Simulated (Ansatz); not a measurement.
Input file for Ansatz (a first-principles code): R-CCSD(T)/aug-cc-pVDZ on HBr (SMILES Br) with ghost functions, monomers drawn apart or pushed together. The run froze 14 orbitals, filled d shells among them.

Ansatz 0.2 input:
```yaml
crystal:
  periodic: [false, false, false]
  atoms:
    - {symbol: Br, position_ang: [-0.33061094, 0.13122235, -0.57024730]}
    - {symbol: H, position_ang: [-0.35181744, 0.14657662, 0.87493129]}
basis:
  gaussian:
    orbitals: aug-cc-pVDZ
    ghost_atoms:
      - {symbol: Se, position_ang: [-0.20231635, 0.10564011, 4.39555385]}
      - {symbol: H, position_ang: [0.35274072, -1.25522344, 4.33831222]}
      - {symbol: H, position_ang: [1.14347505, 0.69493034, 4.32554920]}
magnetization: {spin_polarized: false}
correlation: {method: ccsd_t, electrons: outside_noble_gas}
scf: {lower_state_search: off}
```

Program output:

```
WARN ansatz: RAYON_NUM_THREADS=1 ignored (pool sized by the plan → 1); use --threads N
Functional definition: HF
these checks for a lower state are left out or cut short: stability, starts, cluster_reference, orbital_swaps, neighbouring_geometries, increment
integrals: 0.11 GiB planned
851 factors; integrals over basis functions are off by at most 1.4e-3 eV
mean field: 0.22 GiB planned
mean field evaluation 1: about -70013.8004 eV, gradient 9.1e0 eV
mean field evaluation 2: about -70013.8009 eV, gradient 9.1e0 eV
mean field evaluation 4: about -70014.1648 eV, gradient 8.8e-1 eV
mean field evaluation 8: about -70014.1706 eV, gradient 3.1e-4 eV
mean field -70014.17062456 eV, -2572.9733131433 hartree, gradient 1.1e-6 eV, S^2 0.000000; 0 other end points of the search recorded, 0 dependent functions left out
14 core orbitals not correlated
reference -70014.17062456 eV, -2572.9733131433 hartree; 4, 4 occupied and 81, 81 virtual orbitals, 851 factors
second order -3.65412798 eV of doubles, -0.00000000 eV of singles
coupled cluster: 0.28 GiB planned
cycle   1  -3.98552294 eV  change   -3.3e-1 eV  update   3.9e-2
cycle   2  -4.08112369 eV  change   -9.6e-2 eV  update   1.2e-2
cycle   3  -4.08845593 eV  change   -7.3e-3 eV  update   2.9e-3
cycle   4  -4.08824433 eV  change    2.1e-4 eV  update   6.7e-4
cycle   5  -4.08808853 eV  change    1.6e-4 eV  update   1.6e-4
cycle   6  -4.08808080 eV  change    7.7e-6 eV  update   4.3e-5
cycle   7  -4.08808491 eV  change   -4.1e-6 eV  update   1.5e-5
cycle   8  -4.08808579 eV  change   -8.8e-7 eV  update   4.6e-6
perturbative correction -0.09242493 eV, -0.0033965534 hartree
Total energy: -70018.35113528 eV, -2573.1269440784 hartree
Checks for a lower state left out: stability, starts, cluster_reference, orbital_swaps, neighbouring_geometries, increment
```

The calculation finished and met its thresholds.

Cost: around 3 core-seconds (rough).
